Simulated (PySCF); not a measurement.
**Optical rotation: `C=C[C@H]1C=C[C@@H](F)[SiH2]1`, C₆H₉FSi**

Cartesian coordinates in Å; atom numbers follow the order of the lines, from 1:
```xyz
17

C     2.830    0.331   -0.697
C     1.529    0.561   -0.689
C     0.574   -0.004    0.308
C    -0.382    1.043    0.815
C    -1.681    0.797    0.830
C    -2.153   -0.539    0.344
F    -3.173   -0.385   -0.593
Si   -0.583   -1.365   -0.410
H     3.301   -0.289    0.049
H     3.478    0.746   -1.449
H     1.082    1.186   -1.451
H     1.151   -0.399    1.151
H     0.035    1.978    1.161
H    -2.419    1.509    1.168
H    -2.614   -1.105    1.163
H    -0.321   -2.689    0.156
H    -0.661   -1.365   -1.866
```

Computed, not measured: PySCF, TDDFT B3LYP/def2-SVPD circular dichroism and optical rotation, one conformer, gas phase. Geometry: GFN2-xTB.

The molecule is flexible and this is one conformer; a measurement averages over conformers. States above about 7.0 eV lie in this functional's continuum (it starts at minus the energy of the highest occupied orbital, well below the true ionisation energy for most functionals) and depend on the basis.

Stereocentres: C3 S, C6 S.

Q: What is the specific rotation at 633, 589.3, 546, 436, 405, 365, 355 nm?

A: [α] in deg dm⁻¹ (g/mL)⁻¹:
```
λ (nm)  origin-invariant length gauge  modified velocity gauge  length gauge (centre of mass)  isotropic polarisability (au)
   633                         +178.6                   +186.8                         +174.8                          100.7
 589.3                         +214.6                   +224.3                         +210.2                          101.2
   546                         +263.1                   +274.9                         +257.8                          101.9
   436                         +511.9                   +533.5                         +502.5                          104.7
   405                         +655.8                   +682.7                         +644.3                          106.0
   365                         +964.8                  +1002.5                         +949.3                          108.5
   355                        +1079.5                  +1121.0                        +1062.6                          109.2
```

Q: And for the mirror image at 589.3 nm?

A: -214.6 deg dm⁻¹ (g/mL)⁻¹ (origin-invariant length gauge): the same size and the opposite sign.

Q: What is the molar rotation [Φ] = [α]·M/100 of the geometry above at 589.3 nm?

A: With M = 128.22 g/mol, +275.1 deg cm² dmol⁻¹ (origin-invariant length gauge).

The first excitation lies at 5.62 eV (221 nm) with R = +47.0 × 10⁻⁴⁰ esu² cm² (velocity form).
